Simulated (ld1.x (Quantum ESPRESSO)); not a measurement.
Values are calculated unless marked as measured or tabulated.
Potentials for cobalt (Co) compared

Generated with ld1.x 7.5 (TM, RRKJ, ultrasoft, PAW), atompaw 4.2 or ONCVPSP 4.0.1. The cutoff is in Ry: for ld1.x and atompaw files where the sum of valence levels is converged to 10 mRy in a Bessel basis, for ONCV files where the hardest occupied wave has 1 mHa per electron of residual kinetic energy. The error is the largest all-electron minus pseudo excitation energy over each file’s own four to seven test configurations (ionisations up to +4, promotions, holes and added fractions of an electron), all of which were solved. The labels leave out finer settings (local radius, basis sizes, second energies), which also bear on the numbers. Spin-polarised tests are not counted. The rows are a selection from randomly drawn settings: files with unsolved tests, undetermined cutoffs or missed reference levels are left out.

```csv
potential,cutoff (Ry),largest error (meV),bound ghosts
"PAW, BLYP, scalar-relativistic, rc 2.30/1.20/0.90 (spd), local smoothed, core correction yes, reference 3p6 3d7 4s0.5 4p0",140,-36,none
"ultrasoft, PBE, scalar-relativistic, rc 1.25/1.85/1.20 (spd), local smoothed, core correction no, reference 3s2 3p6 3d7 4s2 4p0",80,-56,none
"ultrasoft, PBEsol, scalar-relativistic, rc 2.50/2.20/1.10 (spd), local smoothed, core correction yes, reference 3d7 4s1.5 4p0",90,-113,none
"RRKJ, LDA (PZ), scalar-relativistic, rc 2.00/3.50/1.05 (spd), local smoothed, core correction no, reference 3d7 4s2 4p0",160,-316,none
```

Question: Fill in the row for Co: TM semilocal, PW91, scalar-relativistic, rc 1.75/2.90/0.75 (spd), local p, core correction yes, reference 3d7 4s1 4p0.

Answer: cutoff 300 Ry, largest error -1243 meV, bound ghosts: none.

Question: Fill in the row for Co: TM semilocal, PBEsol, scalar-relativistic, rc 1.25/1.00/1.00 (spd), local p, core correction yes, reference 3s2 3p6 3d7 4s0 4p0.

Answer: cutoff 200 Ry, largest error +3037 meV, bound ghosts: none.
